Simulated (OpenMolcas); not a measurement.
# Multiconfigurational calculation on Sb I

Input:

```
&GATEWAY
Coord
1

Sb 0.0 0.0 0.0
Basis=ANO-R2
Group=XYZ
NoMove
AngMom=0.0 0.0 0.0
AMFI
&SEWARD
&RASSCF
FileOrb=start.orb
Symmetry=2
Spin=4
nActEl=5 0 0
Inactive=14 9
Ras2=1 3
CIRoot=1 1 1
SDav=1
CIMx=300
Iter=120 100
PrWF=0.3
OrbListing=Nothing
MaxOrb=0
Atom
>>> COPY $Project.JobIph JOBPRE
&RASSCF
FileOrb=start.orb
Symmetry=2
Spin=4
nActEl=5 0 2
Inactive=14 9
Ras2=1 3
Ras3=5 0
CIRoot=1 1 1
SDav=186
CIMx=300
Iter=120 100
PrWF=0.3
OrbListing=Nothing
MaxOrb=0
Thrs=2.0e-7 1.0e-1 5.0e-4
Atom
>>> COPY $Project.JobIph JOB001
&RASSCF
FileOrb=start.orb
Symmetry=2
Spin=2
nActEl=5 0 2
Inactive=14 9
Ras2=1 3
Ras3=5 0
CIRoot=8 8 1
SDav=381
CIMx=300
Iter=120 100
PrWF=0.3
OrbListing=Nothing
MaxOrb=0
Thrs=2.0e-7 1.0e-1 5.0e-4
Atom
>>> COPY $Project.JobIph JOB002
&RASSI
NrOfJobIphs=2 1 8
1
1 2 3 4 5 6 7 8
IphNames
JOB001
JOB002
EJob
SpinOrbit
DIPRint=1.0
SOCoupling=1000.0
Subsets=2
MEES
Property=10
'ANGMOM' 1 'ANGMOM' 2 'ANGMOM' 3 'MLTPL  1' 1 'MLTPL  1' 2 'MLTPL  1' 3
'AMFI' 1 'AMFI' 2 'AMFI' 3 'MLTPL  2' 6
SOProperty=3
'ANGMOM' 1 'ANGMOM' 2 'ANGMOM' 3
```

Launched by
```bash
OMP_NUM_THREADS=1 MOLCAS_MEM=2252 MOLCAS_PROJECT=a pymolcas a.inp > a.log  # once for each step of the input, in one work folder
```

A driver script runs the steps one by one and writes start.orb anew before each from the orbitals found so far.

Output, cut to the results:

```
--- SEWARD ---
Basis set label: SB.ANO-R...7S6P4D2F1G.

      Electronic valence basis set:
      ------------------
      Associated Effective Charge  51.000000 au
      Associated Actual Charge     51.000000 au
      Nuclear Model: Finite nucleus - Gaussian distribution
        Gaussian exponent, Xi/bohr**(-2):  1.89752E+08

      Shell  nPrim  nBasis  Cartesian Spherical Contaminant
         s      23       7        X
         p      18       6        X
         d      12       4                 X
         f       6       2                 X
         g       5       1                 X
                  Relativistic X2C integrals
                  Atomic mean-field integrals
--- RASSCF ---
Wave function specifications:
      -----------------------------

      Number of closed shell electrons          46
      Number of electrons in active shells       5
      Max number of holes in RAS1 space          0
      Max nr of electrons in RAS3 space          2
      Number of inactive orbitals               23
      Number of active orbitals                  9
      Number of secondary orbitals              36
      Spin quantum number                      1.5
      State symmetry                             2
Orbital specifications:
      -----------------------

      Symmetry species                           1   2
                                                ag  au
      Frozen orbitals                            0   0
      Inactive orbitals                         14   9
      Active orbitals                            6   3
      RAS1 orbitals                              0   0
      RAS2 orbitals                              1   3
      RAS3 orbitals                              5   0
      Secondary orbitals                        16  20
      Deleted orbitals                           0   0
      Number of basis functions                 36  32
      Number of CSFs                           186
      Number of root(s) required                 1
      Iter CI   SX   CI       RASSCF       Energy    max ROT     max BLB   max BLB  Level Ln srch  Step   QN
          iter iter root      energy       change     param      element    value   shift minimum  type update
 Nr of preliminary CI iterations:   1
      Total energies have been shifted. Add                -6000.00 au
        1   1    3    1  -478.08027810    0.00E+00  -1.57E-06   15  22 1  3.61E-06   0.00   0.00    SX    NO
        2   1    3    1  -478.08027810   -2.00E-11  -3.04E-07   15  22 1  5.72E-07   0.00   0.00    SX    NO
        3   1    2    1  -478.08027810    0.00E+00   8.49E-08   15  22 1  2.53E-07   0.00   0.00    SX    NO
        4   1    2    1  -478.08027810   -9.09E-13  -3.24E-08   11  24 1 -6.64E-08   0.00   0.00    SX    NO
      Convergence after  4 iterations
        5   1    2    1  -478.08027810    8.19E-12  -3.24E-08   11  24 1  3.78E-08   0.00   0.00    SX    NO
      Natural orbitals and occupation numbers for root  1
      sym 1:   1.962490   0.010190   0.010190   0.010190   0.010190   0.010190
      sym 2:   0.995519   0.995519   0.995519
::    RASSCF root number  1 Total energy:  -6478.08027810
--- RASSCF ---
Wave function specifications:
      -----------------------------

      Number of closed shell electrons          46
      Number of electrons in active shells       5
      Max number of holes in RAS1 space          0
      Max nr of electrons in RAS3 space          2
      Number of inactive orbitals               23
      Number of active orbitals                  9
      Number of secondary orbitals              36
      Spin quantum number                      0.5
      State symmetry                             2
Orbital specifications:
      -----------------------

      Symmetry species                           1   2
                                                ag  au
      Frozen orbitals                            0   0
      Inactive orbitals                         14   9
      Active orbitals                            6   3
      RAS1 orbitals                              0   0
      RAS2 orbitals                              1   3
      RAS3 orbitals                              5   0
      Secondary orbitals                        16  20
      Deleted orbitals                           0   0
      Number of basis functions                 36  32
      Number of CSFs                           381
      Number of root(s) required                 8
...
--- RASSI ---
SPIN-FREE ENERGIES:
  (Shifted by EMIN (a.u.) =      -6478.0802780994)

 SF State       Relative EMIN(au)   Rel lowest level(eV)    D:o, cm**(-1)      L_eff

     1             0.0000000000        0.0000000000              0.0000         0.0
     2             0.0570110008        1.5513483634          12512.4684         2.0
     3             0.0570110008        1.5513483634          12512.4684         2.0
     4             0.0570110008        1.5513483634          12512.4684         2.0
     5             0.0570110008        1.5513483634          12512.4684         2.0
     6             0.0570110008        1.5513483634          12512.4684         2.0
     7             0.0890604621        2.4234586341          19546.5121         1.0
     8             0.0890604621        2.4234586341          19546.5121         1.0
     9             0.0890604621        2.4234586341          19546.5121         1.0
     Dipole printing threshold changed to   1.00000000E+00
Eigenvalues of complex Hamiltonian:
   -----------------------------------
  (Shifted by EMIN (a.u.) =      -6478.0802780994)

 SO State       Relative EMIN(au)   Rel lowest level(eV)    D:o, cm**(-1)     J-value

     1            -0.0017720719        0.0000000000              0.0000         1.0
     2            -0.0017720719        0.0000000000              0.0000         1.3
     3            -0.0017720719        0.0000000000              0.0000         1.3
     4            -0.0017720719        0.0000000000              0.0000         1.1
     5             0.0521309109        1.4667748840          11830.3373         1.4
     6             0.0521309109        1.4667748840          11830.3373         0.9
     7             0.0521309109        1.4667748840          11830.3373         1.4
     8             0.0521309109        1.4667748840          11830.3373         0.9
     9             0.0570136581        1.5996412034          12901.9764         2.2
...
```

The J values that RASSI prints are effective ones from its own formula and need not be integers or half-integers; the table below assigns J from the states.

Levels above the lowest, from the spin-orbit matrix, grouped by J:

```csv
Configuration,Term,J,E (cm⁻¹),Measured (cm⁻¹),g,Term weight %
5s² 5p³,⁴S°,3/2,0.0,0.0,1.988,98
5s² 5p³,²D°,3/2,11830,8512,0.865,89
5s² 5p³,²D°,5/2,12902,9854,1.200,100
5s² 5p³,²P°,1/2,19975,16395,0.666,100
5s² 5p³,²P°,3/2,21375,18464,1.283,87
```

Against the 4 measured excited levels shown (NIST Handbook of Basic Atomic Spectroscopic Data) the mean absolute deviation is 3200 cm-1; the largest miss in energy is 5s² 5p³ ²P°_1/2: computed 19975, measured 16395 cm⁻¹ (+21.8 %), and the largest in proportion 5s² 5p³ ²D°_3/2 (+39.0 %).

Active for correlation alone: 5d; no level in the range computed is led by a configuration that fills it, so any true level of that kind is missing. Measured partners are found by configuration, term and J. A level has none where our copy of the source lacks it or the pairing is in doubt (some pairs that miss far off the trend of their configuration count as doubtful), and it then counts in no deviation. Only configurations of the active space appear. The first state left out of the spin-orbit step lies near 58000 cm-1 above the lowest spin-free state of the reference (among the parities and spins computed), and the list stops at four fifths of that energy or lower.

The RASSCF and RASSI steps took 25 s on 1 thread of Arm Neoverse V2 (shared host); the integral step is not counted.

The term weight is that of the spin-free term in the level, not the purity of its configuration. ° marks odd parity.
